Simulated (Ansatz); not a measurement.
Calculated with Ansatz (gas phase, PBE0-D4/def2-TZVP geometries, no zero-point term in ΔE). CBS: MP2 limit from def2 TZ/QZ plus the TZ coupled-cluster correction, frozen cores. This one scheme is used for every species. DFT in def2-TZVPP. B3LYP here is the variant with VWN-RPA as its local correlation; programs differ in this. One conformer a species, not always the lowest.

Consider the hydrogenolysis of a C–Si bond: `C[SiH2]C[SiH2]Cl` + H₂ → `C[SiH2]Cl` + `C[SiH3]`.

```json
{"level": "PBE-D4", "ΔE (kcal/mol)": "-3.1", "difference from CCSD(T)/CBS": "0.1"}
{"level": "r2SCAN-D4", "ΔE (kcal/mol)": "-3.3", "difference from CCSD(T)/CBS": "-0.1"}
{"level": "PBE0-D4", "ΔE (kcal/mol)": "-3.6", "difference from CCSD(T)/CBS": "-0.4"}
{"level": "B3LYP-D4", "ΔE (kcal/mol)": "-4.3", "difference from CCSD(T)/CBS": "-1.1"}
{"level": "ωB97X-V", "ΔE (kcal/mol)": "-4.4", "difference from CCSD(T)/CBS": "-1.2"}
{"level": "ωB97M-V", "ΔE (kcal/mol)": "-3.7", "difference from CCSD(T)/CBS": "-0.5"}
{"level": "B2PLYP", "ΔE (kcal/mol)": "-5.7", "difference from CCSD(T)/CBS": "-2.5"}
{"level": "PBE", "ΔE (kcal/mol)": "-5.2", "difference from CCSD(T)/CBS": "-2.0"}
{"level": "r2SCAN", "ΔE (kcal/mol)": "-3.9", "difference from CCSD(T)/CBS": "-0.7"}
{"level": "PBE0", "ΔE (kcal/mol)": "-5.5", "difference from CCSD(T)/CBS": "-2.3"}
{"level": "B3LYP", "ΔE (kcal/mol)": "-7.6", "difference from CCSD(T)/CBS": "-4.4"}
{"level": "HF/def2-TZVPP", "ΔE (kcal/mol)": "-10.4", "difference from CCSD(T)/CBS": "-7.2"}
{"level": "MP2/def2-TZVPP", "ΔE (kcal/mol)": "-2.2", "difference from CCSD(T)/CBS": "1.0"}
{"level": "SCS-MP2/def2-TZVPP", "ΔE (kcal/mol)": "-4.1", "difference from CCSD(T)/CBS": "-0.9"}
{"level": "CCSD/def2-TZVPP", "ΔE (kcal/mol)": "-5.1", "difference from CCSD(T)/CBS": "-1.9"}
{"level": "CCSD(T)/def2-TZVPP", "ΔE (kcal/mol)": "-3.9", "difference from CCSD(T)/CBS": "-0.7"}
{"level": "HF/def2-QZVPP", "ΔE (kcal/mol)": "-10.4", "difference from CCSD(T)/CBS": "-7.2"}
{"level": "MP2/def2-QZVPP", "ΔE (kcal/mol)": "-1.9", "difference from CCSD(T)/CBS": "1.3"}
{"level": "SCS-MP2/def2-QZVPP", "ΔE (kcal/mol)": "-3.8", "difference from CCSD(T)/CBS": "-0.6"}
{"level": "HF/CBS(def2)", "ΔE (kcal/mol)": "-10.4", "difference from CCSD(T)/CBS": "-7.2"}
{"level": "MP2/CBS(def2)", "ΔE (kcal/mol)": "-1.6", "difference from CCSD(T)/CBS": "1.6"}
{"level": "CCSD/CBS(def2)", "ΔE (kcal/mol)": "-4.5", "difference from CCSD(T)/CBS": "-1.3"}
{"level": "CCSD(T)/CBS", "ΔE (kcal/mol)": "-3.2", "difference from CCSD(T)/CBS": "0"}
```

Largest T1 diagnostic among the species: 0.010.

The D4 term adds +3.3 kcal/mol with B3LYP and +1.9 kcal/mol with PBE0; it sums over pairs of atoms, weighted by their polarisabilities, and B3LYP, whose exchange is more repulsive, gets the larger term. In def2-TZVPP, CCSD(T) changes the Hartree–Fock value by +6.6 kcal/mol (the triples alone add +1.3 kcal/mol) and MP2 by +8.2 kcal/mol.
